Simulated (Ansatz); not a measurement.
**Four-centre ligand exchange**

Start structure (GeNH$_{7}$O, closed shell), relaxed at PBE0-D4/def2-TZVP:

```
10
angstrom
Ge -0.4790 -1.0620 -0.7412
N 0.9722 -0.0425 -0.1796
H -0.0683 -2.1765 -1.7283
H -1.0936 -1.6784 0.5181
H -1.4432 -0.0937 -1.4368
H 0.1052 1.1606 1.0709
O -0.4871 1.5962 1.7113
H 1.6428 -0.5774 0.3582
H 1.4719 0.3903 -0.9459
H -0.6209 2.4832 1.3732
```

The step: GeNH₅ ([NH2][GeH3]) + H₂O → GeH₄O ([OH][GeH3]) + NH₃; bonds formed: Ge1–O7, N2–H6; bonds broken: Ge1–N2, H6–O7. Program: Ansatz 0.2.0. Basis: def2-TZVPP and def2-QZVPP. Cores are frozen in the correlated methods. Filled d shells of the heavier atoms are correlated. The def2 sets are not built for correlating such inner shells, so the correlated values are less sure here. Extrapolation: Hartree–Fock as exp(−7.88 √X), correlation as X^−2.97. Energies below are by CCSD(T) at an estimated basis limit (MP2 extrapolated from triple and quadruple zeta, plus CCSD(T) − MP2 in triple zeta).

What are the electronic barrier and the energy of the step, from the start structure to the end structure? (An estimate is asked for; the value comes from the calculation.)

The calculation gives: Barrier 28.67 kcal/mol; step energy -2.65 kcal/mol (downhill); reverse barrier, their difference, 31.32 kcal/mol. Barrier and step energy count from the start structure, the reverse barrier from the end structure.

The saddle point: One imaginary mode of 702i cm⁻¹.
```csv
pair,start (Å),saddle (Å),end (Å)
Ge1–O7,3.62,2.17,1.80
N2–H6,1.94,1.15,1.01
Ge1–N2,1.86,2.00,3.05
H6–O7,0.98,1.36,2.21
```

Zero-point energy (harmonic, PBE0-D4): ZPE is 46.16 kcal/mol at the start and 45.00 kcal/mol at the saddle, so the barrier goes from 28.67 to 27.51 kcal/mol.

The T1 diagnostic stays at or below 0.012.

The step is the kind of ligand exchange by which a precursor binds to a hydroxyl group, or is hydrolysed, in atomic layer deposition of oxides.

Labels in which every atom is bracketed show which atoms are joined, not bond orders.

For scale, one of the runs: CCSD(T)/def2-TZVPP, 208 basis functions, launched by `ansatz run in.yaml --threads 4 --pin off --events-out ev --progress --plain --max-ram 9574MiB`. Hardware: 4 CPU threads of an Arm Neoverse V1, shared host. Wall time 74 s; peak host memory 2.9 GiB.
